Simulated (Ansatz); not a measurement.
`C=C[CH2][Al]([F])[F]` + HBr → `[F][Al]([F])[Br]` + propene at 298.15 K and 1 bar (ligand exchange at the Al–C bond).

Isolated molecules relaxed with PBE0-D4/def2-TZVP in Ansatz; ΔE leaves out vibrations. CCSD(T)/CBS is the MP2 limit (def2-TZVPP, def2-QZVPP) plus CCSD(T) − MP2 in def2-TZVPP, frozen cores. For Br outer-core shells are correlated without core-valence functions, which leaves a few kJ/mol of doubt a bond. Scalar relativity is left out up to krypton. One conformer a species, not always the lowest.

| species | CCSD(T)/CBS energy (Eh) | H − E (kJ/mol) | S (J/(mol·K)) |
| --- | --- | --- | --- |
| `C=C[CH2][Al]([F])[F]` | -558.91415 | 219.6 | 360.4 |
| HBr | -2573.91920 | 24.6 | 198.6 |
| `[F][Al]([F])[Br]` | -3015.14527 | 32.1 | 310.6 |
| `C=CC` | -117.74610 | 222.5 | 264.5 |

H − E and S are ideal-gas, rigid-rotor, harmonic terms from PBE0-D4/def2-TZVP, for one conformer and one mirror image of each species. 1 Eh = 2625.50 kJ/mol, R = 8.31446 J/(mol·K).

Q: By hand: ΔE, ΔH, ΔS and ΔG.

A: ΔE = (-3015.14527) + (-117.74610) − (-558.91415) − (-2573.91920) = -0.05802 Eh = -152.3 kJ/mol. Δ(H − E) = 32.1 + 222.5 − 219.6 − 24.6 = 10.4, so ΔH = -141.9 kJ/mol. ΔS = 310.6 + 264.5 − 360.4 − 198.6 = 16.1 J/(mol·K). ΔG = -141.9 − 298.15 × (16.1)/1000 = -146.7 kJ/mol.

Q: By hand: the equilibrium constant, and the temperature at which ΔG would vanish if ΔH and ΔS stayed fixed.

A: log₁₀ K = −ΔG/(RT ln 10) = 25.7. ΔH and −TΔS have one sign here, so there is no such temperature.

ΔH outweighs TΔS. A doubt of 5 kJ/mol in ΔE shifts log₁₀ K by 0.9 here. Other conformers and mirror images would add mixing entropy, several J/(mol·K) or more a flexible species. These are equilibria of isolated gas molecules and say nothing of rates. Largest T1 diagnostic: 0.012 (customary marks: 0.02 for closed shells, 0.045 for open ones).
